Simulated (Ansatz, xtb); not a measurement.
**C4H3ClFN: 4 structures ranked**

4 gas-phase structures of C4H3ClFN, from a drawn sample of its isomers (lower ones may exist). Each was relaxed with GFN2-xTB:

A. `Fc1c[nH]c(Cl)c1`, a singlet
B. `Fc1c[nH]cc1Cl`, a singlet
C. `Fc1ccc(Cl)[nH]1`, a singlet
D. `C/C(C#N)=C(\F)Cl`, a singlet

Task: Which do you expect lowest at r2SCAN-D4/def2-SVP//GFN2-xTB, and how would the others follow?

Result: Calculated order at r2SCAN-D4/def2-SVP//GFN2-xTB: C (0.0), A (0.5), B (2.2), D (17.0) kcal/mol. Less than 1 kcal/mol parts C and A, so the order within that pair means little.

Energies above the lowest of each column, in kcal/mol; the last columns are at r2SCAN-D4/def2-SVP geometries (a dash: not run or not comparable):

| structure | GFN2-xTB | HF/STO-3G | r2SCAN-D4/def2-SVP//GFN2-xTB | r2SCAN-D4/def2-SVP | CCSD(T)/def2-SVP + ΔMP2/def2-TZVPP |
| --- | --- | --- | --- | --- | --- |
| C | 0.0 | 0.0 | 0.0 | 0.0 | 0.0 |
| A | 0.8 | 2.0 | 0.5 | 0.6 | 0.3 |
| B | 2.9 | 1.8 | 2.2 | 2.2 | 1.4 |
| D | 36.4 | 10.3 | 17.0 | 16.7 | – |

Every level run on C puts it lowest or level with the lowest. Frequencies (GFN2-xTB) were run for A, B, C alone. ΔMP2 is the change of the MP2 energy from the smaller to the larger basis.

Over these structures GFN2-xTB departs from r2SCAN-D4/def2-SVP//GFN2-xTB by 7.1 kcal/mol on average once a common shift is removed. A GFN2-xTB relaxation took about 0.093 s and the r2SCAN-D4/def2-SVP//GFN2-xTB energy about 2.7 s on a shared host (Ansatz 0.2.0, xtb 6.7.1).
